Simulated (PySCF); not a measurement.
Stepwise substitution at one centre (Ga NH2-SH). All species are isolated molecules in the gas phase. One relaxed conformer stands for each flexible species; it need not be the lowest. Strings in code marks are SMILES.

The LUMO from two functionals at the same geometries (B3LYP-D3(BJ)/def2-TZVP), both in PySCF: PBE-D3(BJ)/def2-TZVP and TPSSh-D3(BJ)/def2-TZVP. 

```tsv
species	PBE-D3(BJ)/def2-TZVP (eV)	TPSSh-D3(BJ)/def2-TZVP (eV)
0 of 3 NH2 replaced by SH (`[NH2][Ga]([NH2])[NH2]`)	-0.71	-0.18
1 of 3 NH2 replaced by SH	-1.03	-0.50
2 of 3 NH2 replaced by SH (`[NH2][Ga]([SH])[SH]`)	-1.44	-0.91
3 of 3 NH2 replaced by SH (`[SH][Ga]([SH])[SH]`)	-1.98	-1.49
```

Over these rows, drawn at random from the members with no instability flagged (it was tested for open shells, ions and some series alone), PBE minus TPSSh-D3(BJ): mean -0.52 eV, from -0.53 eV to -0.49 eV.
